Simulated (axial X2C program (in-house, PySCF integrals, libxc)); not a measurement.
**Which molecule has these constants?**

Computed with an in-house all-electron X2C program for linear molecules (integrals from PySCF), spin-free (one-electron X2C) or two-component (2c: spin–orbit coupling with atomic mean-field Coulomb and Gaunt terms, which also bring small scalar terms), in Dyall basis sets with cores contracted in-house; open shells are unrestricted.

A two-component PBE0 calculation in a Dyall 3-zeta basis gave Re = 2.411 Å, ωe = 277.8 cm⁻¹, dipole magnitude 3.71 D, Ω = 4.

Which molecule is it?
A. RuTe
B. RbTe
C. ZrTe
D. SnTe
E. TeI

A. The others have SnTe 2.525 Å and 264.1 cm⁻¹ (Ω = 0); ZrTe 2.536 Å and 291.2 cm⁻¹ (Ω = 1); RbTe 3.291 Å and 124.6 cm⁻¹ (Ω = 3/2); TeI 2.656 Å and 217.9 cm⁻¹ (Ω = 3/2).

Each entry is the lowest single determinant of a limited PBE0 search at one distance. De goes to single-determinant-based atoms at the same level (for ions the charge split of lowest energy) and is withheld (n/a) where an atom does not fit its ground term or J level. Main or longest-lived isotopes. One determinant is a doubtful description, or other states lie close, for RuTe, ZrTe, RbTe; these need not be ground states, and all values refer to the states named. Some open-shell Ω = 0 determinants are out of reach, so the Ω given for RuTe need not be the lowest component. With several unpaired electrons the Ω given is that of one determinant, not necessarily of the lowest component. The functionals have no current term, which raises determinants with orbital currents.
